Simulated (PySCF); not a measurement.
H2S.

```xyz
3

S      0.0000     0.0000     0.1031
H      0.0000    -0.9703    -0.8249
H      0.0000     0.9703    -0.8249
```

Geometry optimised at B3LYP-D3(BJ)/def2-TZVP.

The numbers are results of PBE/pcSseg-1 in PySCF, not measurements. Non-relativistic, no solvent.

Q: Give the absolute GIAO shielding of each atom: isotropic value and principal components (ppm). (Estimate from the structure and the level; the computed values follow.)

A: 
```tsv
atom	σ(iso)	σ11	σ22	σ33	span
S1	706.5	581.1	648.5	890.0	308.8
H2	30.7	24.1	26.9	41.1	17.1
H3	30.7	24.1	26.9	41.1	17.1
```
